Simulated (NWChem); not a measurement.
Molecule: BF$_{2}$, doublet; SMILES F[B]F

Computed with NWChem. Spin-unrestricted. Medium grid unless said otherwise, to which SCAN and Minnesota functionals are sensitive. In the optimisation the excess spin sits in a1 (C2v, its own frame). All runs use the structure optimised with PBE0/def2-SVP, spin-unrestricted. No stability test was run on the SCF state. Level r2SCAN/def2-SVP: single points from the atomic guess with DIIS by default; each run changes one setting, and all converged runs end within 0.3 mHa of each other. NWChem's automatic level shift, which a small gap switches on, acted in some of these runs.

| setting | SCF iterations |
|---|---|
| defaults | 7 |
| 70 % damping for 30 cycles | 31 |
| no DIIS, 40 % damping | 17 |
| level shift of 0.5 Ha throughout | 11 |
| no level shifting | 7 |
| core-Hamiltonian guess | 18 |
